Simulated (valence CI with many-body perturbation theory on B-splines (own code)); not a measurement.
## Basis-set convergence for Os⁷⁰⁺

Calculated by relativistic CI+MBPT: four valence electrons over a frozen Dirac-Fock core [He], radial functions for each j: 9 s, 9 p, 8 d, 6 f, 3 g, 1 h, with the one-electron correlation potential Σ1 (screened to all orders), the two-electron term Σ2, the three-electron term Σ3, Breit, model QED; selected single and double excitations, second order for the rest, scaled by the run's own slope (own B-spline code, finite nucleus).

No measured spectrum was set against this ion. As an estimate, large intervals hold to a few tenths of a per cent, small ones and those within an open d or f shell to about a per cent.

The reference run has the lowest level (2s^2 2p1/2^2) J=0 and an ionisation energy of 19603.7 eV. Its largest variational space holds 20000 state functions.

Levels are named by their leading jj configuration (3d3/2^4 stands for four electrons in 3d with j = 3/2), which in mixed levels can hold well under half, so a name can repeat and another be missing. Letters in brackets count levels of one name in rising energy.

Changed runs:
A. basis 6 s, 6 p, 5 d, 3 f, 1 g
B. basis 5 s, 5 p, 4 d, 2 f

Excitation energies of the reference run in eV, and shifts in cm⁻¹:

```csv
Level,Reference,A,B
(2s^2 2p1/2 2p3/2) J=1,1598.1,+102,-140
(2s^2 2p1/2 2p3/2) J=2,1616.3,+267,+261
(2s 2p1/2^2 2p3/2) J=2,1913.9,-166,-522
(2s 2p1/2^2 2p3/2) J=1,2005.2,-93,-116
(2s^2 2p3/2^2) J=2,3240.3,+242,+7.8
(2s^2 2p3/2^2) J=0,3305.8,+168,+157
(2s 2p1/2 2p3/2^2) J=2 [a],3482.3,-189,-872
(2s 2p1/2 2p3/2^2) J=3,3527.4,+144,-154
(2s 2p1/2 2p3/2^2) J=0,3593.7,-199,-444
(2s 2p1/2 2p3/2^2) J=1 [a],3617.2,+20,-204
(2s 2p1/2 2p3/2^2) J=2 [b],3626.1,+160,+177
(2s 2p1/2 2p3/2^2) J=1 [b],3630.8,+2.8,-96
Ionisation energy (eV),19603.7,+0.021,-0.069
```
